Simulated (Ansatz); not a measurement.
A structure relaxed at PBE/def2-SVP in Ansatz, charge 1, singlet:

```xyz
5

Na    4.0810    0.6173   -0.1903
Na    2.4687    3.0623    1.1851
Na   -3.6726   -0.7238   -1.6477
Na   -2.9032   -2.9004    0.6196
K     0.0262   -0.0554    0.0333
```

Q: Give its formula.

A: KNa₄⁺.

Q: Summarise the bond lengths by kind (pairs closer than 1.2 times the sum of covalent radii, bridged metal pairs left out).

A: 4 × K–Na 4.12 to 4.13 Å; 2 × Na–Na 3.24 Å.

The restricted singlet is unstable towards broken spin symmetry in Hartree–Fock (as tested in another run); at PBE/def2-SVP this wasn't settled. Another isomer (singlet) lies 0.09 eV lower at PBE0/def2-TZVP; other spin states weren't run for this one.
